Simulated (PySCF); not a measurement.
## HfH₃⁺ + 3 F₂ → HfF₃⁺ + 3 HF

Level: PBE0 in the def2-TZVP basis family, computed in PySCF with density fitting; scalar-relativistic core potentials for atoms from Rb on, none lighter, no spin–orbit coupling; open shells unrestricted.

```
species                                  state and structure      E (Eh)  ZPE (kJ/mol)  H(298 K) − H(0) (kJ/mol)  S° (J/(mol K))
  HfH₃⁺  singlet, C3v, Hf–H 1.787 Å (×3); H–Hf–H 101.5° (×3)   -49.41062          44.0                      11.3           242.8
     F₂                            singlet, D∞h, F–F 1.376 Å  -199.40856           6.6                       8.7           201.9
  HfF₃⁺  singlet, C3v, Hf–F 1.840 Å (×3); F–Hf–F 108.6° (×3)  -347.31190          16.2                      15.6           311.2
     HF                            singlet, C∞v, H–F 0.920 Å  -100.39188          24.9                       8.7           173.6
```

What is the electronic reaction energy?

At PBE0/def2-TZVP, ΔE = -2234.9 kJ/mol from the differences of the total energies times 2625.5, downhill. 

Add zero-point, thermal and entropy terms for 298.15 K and 1 bar.

ΔZPE = 27.1 and Δ[H(298) − H(0)] = 4.3 kJ/mol give ΔH° = -2203.5 kJ/mol. ΔS° = -16.5 J/(mol K), so ΔG° = -2203.5 − 298.15 × (-0.0165) = -2199 kJ/mol.

Spin–orbit coupling can matter for HfH₃⁺, HfF₃⁺ and is left out. The structures come from searches over a few start shapes, so lower isomers are not excluded.
